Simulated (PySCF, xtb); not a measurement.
AlO, SMILES [O]=[Al], multiplicity 2.

Harmonic wavenumbers (cm⁻¹) from GFN2-xTB in xtb at its own minimum, in rising order: 1106.

What does B3LYP-D3(BJ)/def2-TZVPD (PySCF) give at its own minimum? (An estimate is asked for; the answer gives what the named calculation found.)

951. Paired by order, the mean absolute difference is 155 cm⁻¹ and the zero-point energies are 1.6 and 1.4 kcal/mol.
